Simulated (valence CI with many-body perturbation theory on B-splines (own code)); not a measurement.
E1 transitions of La42+

Level of theory: configuration interaction combined with many-body perturbation theory (CI+MBPT): five valence electrons over a frozen Dirac-Fock core [Ne], radial functions for each j: 9 s, 9 p, 8 d, 6 f, 3 g, 1 h, with the one-electron correlation potential Σ1, the two-electron term Σ2, the three-electron term Σ3, Breit, model QED; selected CI, second order for the rest (own B-spline code, finite nucleus).

No measured spectrum was set against this ion. As an estimate, large intervals hold to a few tenths of a per cent, small ones and those within an open d or f shell to about a per cent. Among the levels kept, up to 630 cm⁻¹ of a level comes from second order outside the variational space, and about a tenth of that is noise between levels of different J, which matters for small intervals.

Lines 151 to 200 of 207 in falling wavelength, among levels below 30.859 Ry, chosen from the strongest by gf and those to the six lowest levels. Wavelengths and rates use the calculated energies. Electric multipoles are in the length gauge, E1 and E2 with the static RPA response of the core. Weak lines are less certain than strong ones. Lines between different terms over intervals too small for the method are left out, as are lines whose strength nearly cancels. The highest levels of a list are the least certain.

Levels are named by their leading jj configuration (3d3/2^4 stands for four electrons in 3d with j = 3/2), which in mixed levels can hold well under half, so a name can repeat and another be missing. Letters in brackets count levels of one name in rising energy.

| λ vac (Å) | Upper | Lower | A (s⁻¹) | log gf | Branch % |
| --- | --- | --- | --- | --- | --- |
| 55.91 | (3s 3p1/2^2 3p3/2 3d5/2) J=7/2 | (3s^2 3p1/2^2 3d5/2) J=5/2 | 2.51e+10 | -1.03 | 23.5 |
| 55.45 | (3s 3p1/2^2 3p3/2 3d3/2) J=3/2 [b] | (3s^2 3p1/2^2 3d3/2) J=3/2 | 7.73e+10 | -0.85 | 73.2 |
| 54.49 | (3s 3p1/2 3p3/2^3) J=3/2 [a] | (3s^2 3p1/2 3p3/2^2) J=3/2 | 1.90e+11 | -0.47 | 71.1 |
| 54.47 | (3s 3p1/2 3p3/2^3) J=5/2 | (3s^2 3p1/2 3p3/2^2) J=5/2 | 2.52e+11 | -0.17 | 93.0 |
| 53.55 | (3s 3p1/2^2 3p3/2^2) J=1/2 | (3s^2 3p1/2^2 3p3/2) J=3/2 | 9.96e+10 | -1.07 | 87.8 |
| 53.43 | (3s 3p1/2 3p3/2^3) J=3/2 [b] | (3s^2 3p1/2 3p3/2^2) J=1/2 | 6.78e+10 | -0.94 | 12.8 |
| 53.42 | (3s 3p1/2 3p3/2^3) J=1/2 | (3s^2 3p1/2 3p3/2^2) J=1/2 | 3.68e+11 | -0.50 | 73.4 |
| 53.41 | (3s 3p1/2^2 3p3/2^2) J=3/2 | (3s^2 3p1/2^2 3p3/2) J=3/2 | 1.55e+11 | -0.58 | 87.6 |
| 52.49 | (3s 3p1/2^2 3p3/2 3d3/2) J=5/2 [b] | (3s^2 3p1/2^2 3d3/2) J=3/2 | 1.89e+11 | -0.33 | 87.3 |
| 52.45 | (3s 3p1/2 3p3/2^3) J=5/2 | (3s^2 3p1/2 3p3/2^2) J=3/2 | 1.01e+10 | -1.60 | 3.7 |
| 51.87 | (3s 3p1/2^2 3p3/2 3d3/2) J=1/2 [b] | (3s^2 3p1/2^2 3d3/2) J=3/2 | 2.14e+11 | -0.76 | 87.4 |
| 51.55 | (3s 3p1/2^2 3p3/2 3d5/2) J=5/2 | (3s^2 3p1/2^2 3d3/2) J=3/2 | 5.75e+08 | -2.86 | 0.6 |
| 51.05 | (3s 3p1/2 3p3/2^3) J=3/2 [b] | (3s^2 3p1/2 3p3/2^2) J=5/2 | 3.84e+11 | -0.22 | 72.1 |
| 50.27 | (3s 3p1/2^2 3p3/2 3d5/2) J=3/2 | (3s^2 3p1/2^2 3d3/2) J=3/2 | 8.76e+09 | -1.88 | 11.7 |
| 49.27 | (3s 3p1/2 3p3/2^3) J=3/2 [b] | (3s^2 3p1/2 3p3/2^2) J=3/2 | 6.87e+10 | -1.00 | 12.9 |
| 49.27 | (3s 3p1/2 3p3/2^3) J=1/2 | (3s^2 3p1/2 3p3/2^2) J=3/2 | 1.21e+11 | -1.05 | 24.1 |
| 48.44 | (3s^2 3p1/2 3p3/2 3d3/2) J=5/2 [a] | (3s^2 3p1/2^2 3p3/2) J=3/2 | 1.20e+09 | -2.60 | 43.8 |
| 48.20 | (3s^2 3p1/2 3p3/2 3d3/2) J=3/2 [a] | (3s^2 3p1/2^2 3p3/2) J=3/2 | 3.23e+10 | -1.35 | 88.8 |
| 48.11 | (3s^2 3p1/2 3p3/2 3d3/2) J=1/2 [a] | (3s^2 3p1/2^2 3p3/2) J=3/2 | 3.17e+09 | -2.66 | 71.7 |
| 45.95 | (3s^2 3p3/2^2 3d3/2) J=1/2 | (3s^2 3p1/2 3p3/2^2) J=1/2 | 4.33e+10 | -1.56 | 5.4 |
| 45.95 | (3s^2 3p3/2^2 3d3/2) J=3/2 [a] | (3s^2 3p1/2 3p3/2^2) J=1/2 | 5.83e+10 | -1.13 | 6.8 |
| 44.91 | (3s^2 3p3/2^2 3d5/2) J=1/2 | (3s^2 3p1/2 3p3/2^2) J=1/2 | 6.44e+09 | -2.41 | 11.6 |
| 44.37 | (3s^2 3p3/2^2 3d3/2) J=5/2 | (3s^2 3p1/2 3p3/2^2) J=5/2 | 4.33e+11 | -0.12 | 65.6 |
| 44.29 | (3s^2 3p3/2^2 3d3/2) J=7/2 | (3s^2 3p1/2 3p3/2^2) J=5/2 | 3.08e+11 | -0.14 | 100.0 |
| 44.17 | (3s^2 3p3/2^2 3d3/2) J=3/2 [a] | (3s^2 3p1/2 3p3/2^2) J=5/2 | 2.79e+11 | -0.49 | 32.6 |
| 44.03 | (3s^2 3p1/2 3p3/2 3d5/2) J=3/2 [a] | (3s^2 3p1/2^2 3p3/2) J=3/2 | 1.41e+08 | -3.78 | 1.6 |
| 43.65 | (3s^2 3p3/2^2 3d5/2) J=7/2 | (3s^2 3p1/2 3p3/2^2) J=5/2 | 2.10e+11 | -0.32 | 100.0 |
| 43.60 | (3s^2 3p1/2 3p3/2 3d3/2) J=5/2 [b] | (3s^2 3p1/2^2 3p3/2) J=3/2 | 3.97e+11 | -0.17 | 96.8 |
| 43.59 | (3s^2 3p3/2^2 3d3/2) J=3/2 [b] | (3s^2 3p1/2 3p3/2^2) J=1/2 | 5.78e+11 | -0.18 | 95.1 |
| 43.08 | (3s^2 3p1/2 3p3/2 3d5/2) J=5/2 [a] | (3s^2 3p1/2^2 3p3/2) J=3/2 | 2.43e+11 | -0.39 | 95.3 |
| 43.02 | (3s^2 3p3/2^2 3d3/2) J=5/2 | (3s^2 3p1/2 3p3/2^2) J=3/2 | 2.24e+11 | -0.43 | 34.0 |
| 42.84 | (3s^2 3p3/2^2 3d3/2) J=1/2 | (3s^2 3p1/2 3p3/2^2) J=3/2 | 7.64e+11 | -0.38 | 94.5 |
| 42.84 | (3s^2 3p3/2^2 3d3/2) J=3/2 [a] | (3s^2 3p1/2 3p3/2^2) J=3/2 | 5.18e+11 | -0.24 | 60.6 |
| 42.66 | (3s^2 3p1/2 3p3/2 3d3/2) J=3/2 [b] | (3s^2 3p1/2^2 3p3/2) J=3/2 | 1.03e+12 | 0.05 | 99.9 |
| 42.62 | (3s^2 3p1/2 3p3/2 3d3/2) J=1/2 [b] | (3s^2 3p1/2^2 3p3/2) J=3/2 | 7.61e+11 | -0.38 | 99.9 |
| 42.00 | (3s^2 3p3/2^2 3d3/2) J=3/2 [b] | (3s^2 3p1/2 3p3/2^2) J=5/2 | 1.87e+10 | -1.70 | 3.1 |
| 41.94 | (3s^2 3p3/2^2 3d5/2) J=1/2 | (3s^2 3p1/2 3p3/2^2) J=3/2 | 4.57e+10 | -1.62 | 82.3 |
| 40.79 | (3s^2 3p3/2^2 3d3/2) J=3/2 [b] | (3s^2 3p1/2 3p3/2^2) J=3/2 | 4.41e+09 | -2.36 | 0.7 |
| 40.47 | (3s^2 3p3/2^2 3d5/2) J=5/2 | (3s^2 3p1/2 3p3/2^2) J=5/2 | 5.49e+08 | -3.09 | 38.5 |
| 40.43 | (3s^2 3p3/2^2 3d5/2) J=3/2 | (3s^2 3p1/2 3p3/2^2) J=1/2 | 1.30e+10 | -1.89 | 4.1 |
| 40.25 | (3s^2 3p1/2 3p3/2 3d5/2) J=5/2 [b] | (3s^2 3p1/2^2 3p3/2) J=3/2 | 5.09e+10 | -1.13 | 15.5 |
| 39.94 | (3s^2 3p1/2 3p3/2 3d5/2) J=3/2 [b] | (3s^2 3p1/2^2 3p3/2) J=3/2 | 2.19e+10 | -1.68 | 17.0 |
| 39.72 | (3s^2 3p1/2 3p3/2 3d5/2) J=1/2 | (3s^2 3p1/2^2 3p3/2) J=3/2 | 3.44e+10 | -1.79 | 18.3 |
| 39.35 | (3s^2 3p3/2^2 3d5/2) J=5/2 | (3s^2 3p1/2 3p3/2^2) J=3/2 | 1.34e+07 | -4.73 | 0.9 |
| 39.05 | (3s^2 3p3/2^2 3d5/2) J=3/2 | (3s^2 3p1/2 3p3/2^2) J=5/2 | 1.37e+10 | -1.90 | 4.3 |
| 38.62 | (3s 3p1/2 3p3/2^3) J=3/2 [a] | (3s^2 3p1/2^2 3p3/2) J=3/2 | 8.38e+09 | -2.13 | 3.1 |
| 38.00 | (3s^2 3p3/2^2 3d5/2) J=3/2 | (3s^2 3p1/2 3p3/2^2) J=3/2 | 3.64e+07 | -4.50 | 0.0 |
| 37.59 | (3s 3p1/2 3p3/2^3) J=5/2 | (3s^2 3p1/2^2 3p3/2) J=3/2 | 2.07e+09 | -2.58 | 0.8 |
| 35.93 | (3s 3p1/2 3p3/2^3) J=3/2 [b] | (3s^2 3p1/2^2 3p3/2) J=3/2 | 5.45e+08 | -3.37 | 0.1 |
| 35.93 | (3s 3p1/2 3p3/2^3) J=1/2 | (3s^2 3p1/2^2 3p3/2) J=3/2 | 1.55e+09 | -3.22 | 0.3 |

Question: How does gf follow from A for the line at 43.59 Å?

Answer: gf = 1.4992 × (2J+1)_upper × A / σ², with σ = 2293846 cm⁻¹ and 2J+1 = 4: gf = 0.659.
